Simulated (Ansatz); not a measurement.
The lowest singlet and triplet of H2P (SMILES [PH2+]); geometries from B3LYP-D3(BJ)/def2-TZVP, each state relaxed from the structure named, with no frequency check.
Singlet (charge 1, multiplicity 1):
```xyz
3

P     -0.00041     0.11677     0.00000
H     -1.02299    -0.87941     0.00000
H      1.02917    -0.87217     0.00000
```
Triplet (charge 1, multiplicity 3):
| atom | x (Å) | y (Å) | z (Å) |
|---|---|---|---|
| P | -0.0002 | 0.0811 | 0.0000 |
| H | -1.2361 | -0.6117 | 0.0000 |
| H | 1.2394 | -0.6049 | 0.0000 |

A positive gap puts the triplet lower; no zero-point energy. R- takes a restricted singlet. U- takes an unrestricted singlet (broken symmetry where lower, unprojected). The triplet is unrestricted in single-reference levels. Active spaces average the two states.

Cores are frozen in the correlated methods.

Codes used: Ansatz (Gaussian basis) for Hartree–Fock, density functionals and correlated methods. 

| level | gap E(singlet) − E(triplet), adiabatic (kJ/mol) |
|---|---|
| U-PBE0/def2-TZVPP (spin-contaminated) | -47.6 |
| U-wB97M-V/def2-TZVPP | -85.0 |
| U-MP2/cc-pV(D+d)Z (spin-contaminated) | -34.0 |
| R-MP2/cc-pV(Q+d)Z | -60.2 |
| U-SCS-MP2/cc-pV(T+d)Z (spin-contaminated) | -54.4 |
| R-CCSD/cc-pV(T+d)Z | -71.8 |
| U-CCSD(T)/cc-pV(T+d)Z (spin-contaminated) | -72.0 |
| FIC-MRCISD+Q on SA-CASSCF(6,6)/cc-pV(T+d)Z | [?] |
| FIC-MRCISD+Q on SA-CASSCF(6,6)/cc-pV(Q+d)Z | [?] |

**Question.** Fill in the missing entries.

**Answer.** 
- FIC-MRCISD+Q on SA-CASSCF(6,6)/cc-pV(T+d)Z, gap E(singlet) − E(triplet), adiabatic (kJ/mol): -75.4
- FIC-MRCISD+Q on SA-CASSCF(6,6)/cc-pV(Q+d)Z, gap E(singlet) − E(triplet), adiabatic (kJ/mol): -77.3

Doubts at one or more of the structures used: a restricted determinant that unrestricted orbitals would lower (R-MP2/cc-pV(Q+d)Z, R-CCSD/cc-pV(T+d)Z); T1 above 0.05 (U-CCSD(T)/cc-pV(T+d)Z (spin-contaminated)).

Ansatz is an electronic-structure program.
